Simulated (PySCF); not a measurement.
Computed shifts of a molecule C₃H₄BNO₂, PySCF with PBE0/pcSseg-1, GIAO, gas phase, equivalent atoms averaged, in ppm (number of nuclei): ¹⁵N: 308.2 (1). ¹³C: 239.8 (1), 124.5 (1), 8.2 (1). ¹H: 11.70 (1), 7.95 (1), 2.46 (2). References: ¹⁵N against NH3 (σ = 267.4 ppm); ¹³C against TMS (σ = 186.3 ppm); ¹¹B against BF3 (σ = 88.8 ppm); ¹⁷O against H2O (σ = 334.2 ppm); ¹H against TMS (σ = 31.56 ppm), references at their B3LYP-D3(BJ)/def2-TZVP geometries, non-relativistic. Coordinates come from a B3LYP-D3(BJ)/def2-SVP optimisation. Other conformers were not sampled.

### Question
Which structure fits?
A. C=C1C=NB(O)O1
B. N#CCB(O)C=O
C. C=CB(O)N=C=O
D. N#C[C@H]1COB1O

### Answer
B, N#CCB(O)C=O
